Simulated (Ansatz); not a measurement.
Abridged output of a molecular run in Ansatz:

```
Functional definition: HF
1475 factors; integrals over basis functions are off by at most 1.1e-3 eV
mean field evaluation 1: about -11246.5780 eV, gradient 3.3e1 eV
mean field evaluation 2: about -11246.8743 eV, gradient 3.3e1 eV
mean field evaluation 4: about -11250.0694 eV, gradient 6.5e0 eV
mean field evaluation 8: about -11250.1968 eV, gradient 5.8e-1 eV
mean field evaluation 16: about -11250.2004 eV, gradient 1.4e-6 eV
mean field -11250.20036892 eV, -413.4372378983 hartree, gradient 1.5e-6 eV, S^2 0.000000; 0 other end points of the search recorded, 0 dependent functions left out
9 core orbitals not correlated: weight in the atoms' cores, before any rotation towards them, 1.000 or more for the frozen orbitals, at most 0.000 for the correlated occupied ones
reference -11250.20036892 eV, -413.4372378983 hartree; 13, 13 occupied and 228, 228 virtual orbitals, 1475 factors
second order -21.10347876 eV of doubles, -0.00000000 eV of singles
cycle   1  -21.14021043 eV  change   -3.7e-2 eV  update   1.3e-1
cycle   2  -21.83389608 eV  change   -6.9e-1 eV  update   4.6e-2
cycle   3  -22.02999266 eV  change   -2.0e-1 eV  update   2.7e-2
cycle   4  -22.01844672 eV  change    1.2e-2 eV  update   9.7e-3
cycle   5  -22.01864921 eV  change   -2.0e-4 eV  update   6.0e-3
cycle   6  -22.02072067 eV  change   -2.1e-3 eV  update   2.2e-3
cycle   7  -22.01987632 eV  change    8.4e-4 eV  update   8.7e-4
cycle   8  -22.02016161 eV  change   -2.9e-4 eV  update   3.4e-4
cycle   9  -22.02026827 eV  change   -1.1e-4 eV  update   1.3e-4
cycle  10  -22.02018829 eV  change    8.0e-5 eV  update   6.1e-5
cycle  11  -22.02023275 eV  change   -4.4e-5 eV  update   3.1e-5
cycle  12  -22.02023847 eV  change   -5.7e-6 eV  update   1.3e-5
perturbative correction -1.10941244 eV, -0.0407701552 hartree
Total energy: -11273.33001984 eV, -414.2872368916 hartree
```

Its atoms:

```xyz
11

C    -1.096   -1.000    0.426
C    -0.075   -0.231   -0.349
Al    0.266    1.717   -0.417
C     1.283   -0.647   -0.283
N     1.458    0.358    0.472
H    -1.775   -1.453   -0.306
H    -1.704   -0.338    1.047
H    -0.685   -1.799    1.050
H    -0.619    2.625    0.540
H     1.038    2.278   -1.680
H     1.910   -1.510   -0.500
```

Task: Which basis set was used?
A. cc-pV(D+d)Z
B. def2-TZVPPD
C. def2-TZVPP
D. def2-SVP

Result: C. It gives 250 functions.

Task: Write the keys of the input that set method, charge and spin (a neutral closed shell needs none for the last two).

Result: 
```yaml
correlation: {method: ccsd_t}
```
